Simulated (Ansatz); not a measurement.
Total energies of `OB[SiH2][AlH2]`.

```xyz
10

O     1.324   -1.172    1.578
B     1.201   -0.021    0.879
Si   -0.641    0.674    0.429
Al   -1.235   -0.151   -1.803
H     2.236   -1.442    1.717
H     2.195    0.540    0.487
H    -0.598    2.167    0.371
H    -1.666    0.273    1.436
H    -0.475    0.405   -3.085
H    -2.340   -1.275   -2.010
```

The species carries charge 0 and has multiplicity 1. All single points use the PBE0-D4/def2-TZVP geometry. It is one conformer, not always the lowest. Basis def2-TZVPP, Ansatz 0.2.0.

RPA on PBE orbitals: Hartree–Fock energy of these orbitals -633.91108 Eh, correlation -0.98573 Eh (frozen core).

```csv
functional,kind,energy without D4 (Eh),D4 term (kJ/mol)
LDA (SPW92),LDA,-632.58296,–
r2SCAN,meta-GGA,-635.55699,-4.3
B97M-V,meta-GGA with VV10,-635.53273,–
B3LYP,"global hybrid, 20 %",-635.72740,-28.5
r2SCAN0,"meta-GGA hybrid, 25 %",-635.53673,-5.2
BHLYP,"global hybrid, 50 %",-635.62212,-23.9
CAM-B3LYP,range-separated hybrid,-635.63674,-15.6
ωB97X-V,range-separated hybrid GGA with VV10,-635.55321,–
ωB97M-V,range-separated hybrid meta-GGA with VV10,-635.57858,–
PBE-QIDH,double hybrid,-635.12148,–
```

Problem. Give the same for PBE, revPBE, BLYP, PBE0, r2SCANh, HSE06 (plane-wave form), LC-ωPBE, B2PLYP. (An estimate is asked.)

Solution. Computed: 
```csv
functional,kind,energy without D4 (Eh),D4 term (kJ/mol)
PBE,GGA,-635.24974,-17.6
revPBE,GGA,-635.52550,-47.8
BLYP,GGA,-635.63709,-37.7
PBE0,"global hybrid, 25 % exact exchange",-635.31197,-15.1
r2SCANh,"meta-GGA hybrid, 10 %",-635.54848,-4.7
HSE06 (plane-wave form),screened hybrid,-635.29345,-14.2
LC-ωPBE,long-range corrected hybrid,-635.42982,–
B2PLYP,double hybrid,-635.35133,–
```

B3LYP takes the VWN-RPA correlation (the form of Gaussian; ORCA's B3LYP/G). HSE06 is the plane-wave form, built on full-range PBE exchange. The double hybrids freeze the cores in their second-order part.

LC-ωPBE has ω = 0.4 bohr⁻¹.
